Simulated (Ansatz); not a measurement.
Geometry optimisation, Ansatz, RKS B3LYP-D4/6-31G*.

input.yaml

```yaml
crystal:
  periodic: [false, false, false]
  atoms:
    - { symbol: B, position_ang: [-0.064629, 0.41549, -0.192602] }
    - { symbol: H, position_ang: [-0.345212, 0.508494, 0.960136] }
    - { symbol: Cl, position_ang: [1.504478, 0.960461, -0.784416] }
    - { symbol: F, position_ang: [-0.976654, 0.002374, -1.056526] }
    - { symbol: "N", position_ang: [0.357411, -1.975442, 1.080547] }
    - { symbol: H, position_ang: [-0.133941, -2.740891, 0.634835] }
    - { symbol: Si, position_ang: [1.890609, -2.228573, 1.871371] }
    - { symbol: H, position_ang: [2.162683, -3.689924, 1.956686] }
    - { symbol: H, position_ang: [3.02265, -1.591356, 1.146053] }
    - { symbol: H, position_ang: [1.839088, -1.644466, 3.240065] }
    - { symbol: H, position_ang: [-0.306484, -1.293067, 1.48215] }
basis:
  gaussian: { orbitals: "6-31G*" }
hamiltonian:
  xc: b3lyp
  dispersion: d4
relax:
  f_tol: 0.03
  max_steps: 50
```

Launched with:

```bash
$ ansatz run input.yaml --threads 2 --pin off --max-ram 3072MiB --backend cpu --events-out ev --progress --plain --runs-dir out
```

Problem. Where does it end, and by what steps?

Solution. The run converged. After 14 steps the energy has fallen by 0.826 eV; H6 moved furthest, 1.10 Å. Joined: B1–N5 (2.74 → 1.67 Å).

```tsv
step	energy less start (eV)	largest force component (eV/Å)	accepted
0	0.0000	0.941	yes
1	-0.0572	0.801	yes
2	-0.1307	0.801	yes
3	-0.1872	1.005	yes
4	-0.2919	1.281	yes
5	-0.4520	1.415	yes
6	-0.5892	1.003	yes
7	-0.6789	0.610	yes
8	-0.7486	0.339	yes
9	-0.7765	0.641	yes
10	-0.8033	0.469	yes
11	-0.8128	0.330	yes
12	-0.8245	0.071	yes
13	-0.8256	0.034	yes
14	-0.8258	0.011	yes
```

```xyz
11
Properties=species:S:1:pos:R:3
B 0.081 -0.090 0.299
H 0.251 0.576 1.288
Cl 1.398 0.237 -0.999
F -1.191 -0.099 -0.216
N 0.357 -1.680 0.737
H 0.447 -2.209 -0.136
Si 1.787 -1.946 1.846
H 1.857 -3.403 2.119
H 2.989 -1.469 1.144
H 1.488 -1.197 3.081
H -0.513 -1.997 1.176
```

Time of the run: 52 s on 2 threads of Arm Neoverse V1, with other jobs on the host, peak memory 0.21 GiB.
